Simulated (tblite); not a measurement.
Compound: H11N3Si3.
SMILES with atom numbers: `[NH2:1][SiH:2]([NH2:3])[N:4]([SiH3:5])[SiH3:6]` (hydrogens: H7, H8 on N1; H9 on Si2; H10, H11 on N3; H12, H13, H14 on Si5; H15, H16, H17 on Si6)

Computed with GFN2-xTB (tblite), gas phase: L-BFGS steps from a force-field or distance-geometry start until the largest atomic force falls under 0.01 eV/Å.

Step 141: E = -535.1350 eV
```
atom  x, y, z in Å  |  force x, y, z in eV/Å
N1     -1.4950    1.7107   -0.1930    0.034   0.006   0.018
Si2    -0.7721    0.2887   -0.8374    0.000  -0.010   0.008
N3     -1.9300   -0.9918   -0.9333   -0.001  -0.012  -0.001
N4      0.6347   -0.0677    0.1483   -0.002  -0.006  -0.006
Si5     1.4424    1.2242    0.9929    0.019  -0.010  -0.012
Si6     1.2360   -1.6956    0.1486    0.005   0.003  -0.001
H7     -2.3929    1.9710   -0.5619   -0.022   0.009  -0.010
H8     -1.4669    1.8708    0.7995    0.009  -0.010  -0.013
H9     -0.3784    0.5510   -2.2218    0.009   0.005   0.016
H10    -2.4213   -1.2472   -0.0904    0.010  -0.013  -0.013
H11    -1.6576   -1.8283   -1.4223    0.002  -0.009   0.009
H12     1.4087    2.4267    0.1660   -0.007   0.014   0.014
H13     0.7692    1.4508    2.2828   -0.001   0.014  -0.011
H14     2.8252    0.8094    1.2370   -0.020   0.010   0.003
H15     1.6452   -2.0862   -1.2063   -0.013   0.022   0.006
H16     0.1889   -2.6216    0.5994   -0.027   0.007   0.011
H17     2.3570   -1.7527    1.0821    0.004  -0.020  -0.019
```

Step 142: E = -535.1353 eV
```
atom  x, y, z in Å  |  force x, y, z in eV/Å
N1     -1.4957    1.7090   -0.1929    0.034   0.017   0.045
Si2    -0.7714    0.2876   -0.8363    0.004   0.001  -0.002
N3     -1.9285   -0.9934   -0.9351    0.013   0.014  -0.019
N4      0.6336   -0.0676    0.1520    0.004  -0.006  -0.008
Si5     1.4433    1.2250    0.9941    0.009  -0.015  -0.012
Si6     1.2336   -1.6960    0.1495    0.006   0.006  -0.003
H7     -2.3891    1.9743   -0.5689   -0.023   0.008  -0.006
H8     -1.4744    1.8684    0.8006    0.008  -0.018  -0.043
H9     -0.3719    0.5545   -2.2190   -0.001  -0.003   0.026
H10    -2.4219   -1.2479   -0.0941   -0.006  -0.021   0.012
H11    -1.6548   -1.8296   -1.4228    0.008  -0.025  -0.001
H12     1.4034    2.4285    0.1687   -0.008   0.011   0.017
H13     0.7758    1.4478    2.2883    0.003   0.013  -0.020
H14     2.8284    0.8135    1.2300   -0.018   0.008   0.005
H15     1.6348   -2.0896   -1.2075   -0.015   0.026   0.013
H16     0.1882   -2.6201    0.6075   -0.027   0.005   0.011
H17     2.3599   -1.7523    1.0762    0.009  -0.022  -0.016
```

Step 143: E = -535.1355 eV
```
atom  x, y, z in Å  |  force x, y, z in eV/Å
N1     -1.4966    1.7077   -0.1924    0.021   0.024   0.046
Si2    -0.7709    0.2865   -0.8344    0.005   0.017  -0.011
N3     -1.9268   -0.9951   -0.9379    0.008  -0.003  -0.011
N4      0.6323   -0.0679    0.1561    0.013  -0.006  -0.003
Si5     1.4446    1.2252    0.9954   -0.008  -0.010  -0.015
Si6     1.2315   -1.6963    0.1505    0.001   0.001  -0.003
H7     -2.3861    1.9768   -0.5755   -0.012   0.005   0.002
H8     -1.4825    1.8653    0.8016    0.008  -0.020  -0.047
H9     -0.3651    0.5588   -2.2145   -0.008  -0.011   0.027
H10    -2.4260   -1.2474   -0.0990    0.006  -0.018  -0.008
H11    -1.6494   -1.8327   -1.4220    0.002  -0.011   0.009
H12     1.4002    2.4289    0.1705   -0.009   0.012   0.016
H13     0.7823    1.4476    2.2923    0.003   0.011  -0.023
H14     2.8311    0.8169    1.2244   -0.005   0.000   0.008
H15     1.6231   -2.0915   -1.2088   -0.014   0.026   0.013
H16     0.1872   -2.6192    0.6150   -0.021   0.008   0.012
H17     2.3642   -1.7515    1.0689    0.011  -0.024  -0.011
```

Problem. Estimate the geometry and energy of step 144. (The exact step hangs on the optimiser's Hessian estimate; all steps are aligned on step 143, rigid shifts and turns removed.)

Solution. E = -535.1359 eV, largest force 0.042 eV/Å
```
atom  x, y, z in Å  |  force x, y, z in eV/Å
N1     -1.4954    1.7088   -0.1949    0.028   0.007   0.030
Si2    -0.7699    0.2851   -0.8322    0.000   0.027  -0.008
N3     -1.9246   -0.9977   -0.9382    0.018   0.026  -0.028
N4      0.6311   -0.0681    0.1611    0.017  -0.003   0.002
Si5     1.4451    1.2258    0.9972   -0.025   0.012  -0.015
Si6     1.2287   -1.6969    0.1519   -0.015  -0.004  -0.003
H7     -2.3842    1.9773   -0.5788   -0.030   0.008  -0.017
H8     -1.4853    1.8669    0.7984    0.017  -0.018  -0.012
H9     -0.3553    0.5591   -2.2089   -0.016  -0.015   0.014
H10    -2.4222   -1.2540   -0.1006   -0.012  -0.018   0.024
H11    -1.6482   -1.8332   -1.4253    0.015  -0.025  -0.006
H12     1.3907    2.4319    0.1751   -0.008   0.002   0.020
H13     0.7900    1.4473    2.2986    0.007   0.002  -0.031
H14     2.8345    0.8243    1.2152    0.007  -0.010   0.012
H15     1.6109   -2.0918   -1.2097   -0.007   0.023   0.006
H16     0.1816   -2.6165    0.6176   -0.013   0.007   0.017
H17     2.3655   -1.7561    1.0638    0.017  -0.022  -0.003
```

The energy changes by -0.0003 eV. The first-order estimate −F·Δx gives -0.0006 eV and the mean of the old and new forces, exact on a quadratic surface, -0.0003 eV. The step makes an angle of 80° with the force vector and moves no atom by more than 0.012 Å.

What follows is the cost of the whole relaxation. Time: 1.6 s of wall time. Hardware: Arm Neoverse V1, one thread, no GPU, shared host.
